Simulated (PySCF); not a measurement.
BeF2, SMILES [F][Be][F]. Geometry optimised at PBE0-D3(BJ)/def2-TZVP. The isomer is the one that the SMILES or the coordinates give; other isomers of the formula were not compared.

All values below come from PBE0-D3(BJ)/def2-TZVP run with PySCF.

Harmonic wavenumbers (cm⁻¹): 344, 344, 725, 1572. Rotational constants (GHz): 7.001 (linear); symmetry number 2.

**Question.** Work out the zero-point energy and the ideal-gas rigid-rotor harmonic-oscillator thermochemistry at 298.15 K and 1 atm.

**Answer.** ZPE = ½ Σ hcν = ½ × 2985 cm⁻¹ = 17.85 kJ/mol. H − E(el) = 28.74 kJ/mol. Entropy in J/(mol K): translation 156.77, rotation 58.99, vibration 11.18, total 226.93. G − E(el) = -38.92 kJ/mol. Cp = 45.90 J/(mol K).
